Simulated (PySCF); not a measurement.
**Mayer bond orders and bond lengths**

[RhF6]3- (charge -3 and singlet state).
Geometry (PBE0-D3(BJ)/def2-SVP, Å), atoms numbered from 1 in this order:
```
atom  x, y, z in Å
Rh1    0.000    0.000    0.000
F2    -0.023   -0.013    2.024
F3     0.023    0.012   -2.023
F4     2.023    0.008    0.023
F5    -2.024   -0.007   -0.022
F6    -0.006    2.024    0.011
F7     0.007   -2.024   -0.012
```

Bond orders from the PBE0/pcSseg-1 (def2-TZVP on Rh) density (PySCF). Whether so highly charged an anion holds all its electrons in the gas phase wasn't checked; a finite basis holds them in any case. No counter-ion or solvent screens the charge of this multiply charged ion. Atoms past krypton carry effective core potentials; spin–orbit coupling is left out. The pcSseg-1 basis has no diffuse functions, a weakness for an anion. The HOMO energy is positive at this level (+8.65 eV), so the outermost electrons may be held by the finite basis alone.

Question: Give the Mayer order of every bond, beside its length.

Answer: 
```
  bond  length (Å)  Mayer order
Rh1–F2       2.024        0.606
Rh1–F3       2.024        0.606
Rh1–F4       2.024        0.606
Rh1–F5       2.024        0.606
Rh1–F6       2.024        0.606
Rh1–F7       2.024        0.606
```

Question: Sum the orders of all bonds at each heavy atom with more than one neighbour.

Answer: Rh1 3.636. Orders between atoms that aren't bonded are not in these sums.

Mayer orders depend on the basis set.
